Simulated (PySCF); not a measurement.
C$_{3}$H$_{12}$N$_{2}$Si$_{3}$, singlet, at the geometry of the source list. Base run: PySCF with DF-M062X/STO-3G.

The PySCF input:
```python
from pyscf import gto, scf, dft

mol = gto.M(
    atom='''
C    -0.189300    1.861500    1.174900
C    -0.202200    0.753400    0.410400
C    -1.524500    0.398100   -0.317600
N    -2.411300   -0.368300    0.579200
Si   -1.209800   -0.622200   -1.923500
Si    0.871500   -1.241000   -1.122800
N     0.890100   -0.120300    0.203200
Si    2.452600   -0.168600    0.889400
H     0.688900    2.190900    1.717300
H    -1.074700    2.481600    1.279800
H    -2.048300    1.310100   -0.629000
H    -2.665500    0.233200    1.362800
H    -1.869700   -1.125400    1.000000
H    -1.122500    0.263700   -3.123000
H    -2.152900   -1.763400   -2.128700
H     1.959300   -0.949200   -2.094500
H     0.895000   -2.631900   -0.598700
H     3.397900    0.547900   -0.001200
H     2.421000    0.517600    2.203700
H     2.894500   -1.567600    1.118100
''',
    basis='sto-3g',
    charge=0,
    spin=0,
    verbose=4,
)

mf = dft.RKS(mol)
mf.xc = 'm062x'
mf = mf.density_fit(auxbasis='def2-universal-jkfit')
mf.kernel()
```

Each row names what was changed in the base input (with any setting that the change needs).

```tsv
change	basis functions	E (Eh)	HOMO (eV)	HOMO-LUMO gap (eV)	dipole (D)	core-seconds (rough)
base	64	-1086.61409	-4.32	9.91	1.75	20
basis = LANL2DZ	93	-242.43463	-7.19	7.96	1.15	40
basis = 6-31G	108	…	…	…	…	50
basis = 3-21G	108	-1093.40865	-6.97	8.07	0.85	50
basis = pcseg-0	108	-1097.66856	-7.30	8.06	0.93	60
basis = def2-SV(P)	148	…	…	…	…	60
basis = 6-31G*	148	-1099.25634	-7.17	8.00	0.58	60
basis = 6-31G**	184	-1099.27348	-7.16	7.99	0.55	80
basis = pc-1	184	-1099.29208	-7.41	7.97	0.45	80
basis = cc-pVDZ	184	-1099.33075	-7.22	8.08	0.38	70
basis = pcseg-1	184	…	…	…	0.55	100
basis = def2-SVP	184	-1098.90005	-7.33	8.17	0.42	70
basis = 6-311G**	…	…	…	…	0.55	100
```

Task: Some entries are withheld; supply them.

Result: 
- basis = 6-31G, E (Eh): -1099.09520
- basis = 6-31G, HOMO (eV): -7.09
- basis = 6-31G, HOMO-LUMO gap (eV): 7.88
- basis = 6-31G, dipole (D): 1.01
- basis = def2-SV(P), E (Eh): -1098.87257
- basis = def2-SV(P), HOMO (eV): -7.35
- basis = def2-SV(P), HOMO-LUMO gap (eV): 8.18
- basis = def2-SV(P), dipole (D): 0.48
- basis = pcseg-1, E (Eh): -1099.25760
- basis = pcseg-1, HOMO (eV): -7.39
- basis = pcseg-1, HOMO-LUMO gap (eV): 7.86
- basis = 6-311G**, basis functions: 240
- basis = 6-311G**, E (Eh): -1099.41663
- basis = 6-311G**, HOMO (eV): -7.32
- basis = 6-311G**, HOMO-LUMO gap (eV): 7.82

Totals compare only among sets that treat the same electrons; sets with core potentials leave the core out.
